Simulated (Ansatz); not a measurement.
Ligands exchanged one at a time, B SH-H. Isolated molecules, 0 K electronic values unless said otherwise. One relaxed conformer stands for each flexible species; it need not be the lowest. Strings in code marks are SMILES.

Quantity: vertical ionisation energy (energy after one electron is removed minus that of the parent at the parent's geometry), in eV.

A: `SB(S)S`
B: `BS` (H–B–S–H torsion 0°)
C: `B`

Task: Order them by vertical ionisation energy (energy after one electron is removed minus that of the parent at the parent's geometry) (lowest first) at the level frozen-core CCSD(T)/cc-pVTZ // CAM-B3LYP-D3(BJ)/def2-TZVP (Ansatz, an electronic-structure program).

Result: A (9.72 eV), B (10.94 eV), C (13.28 eV)
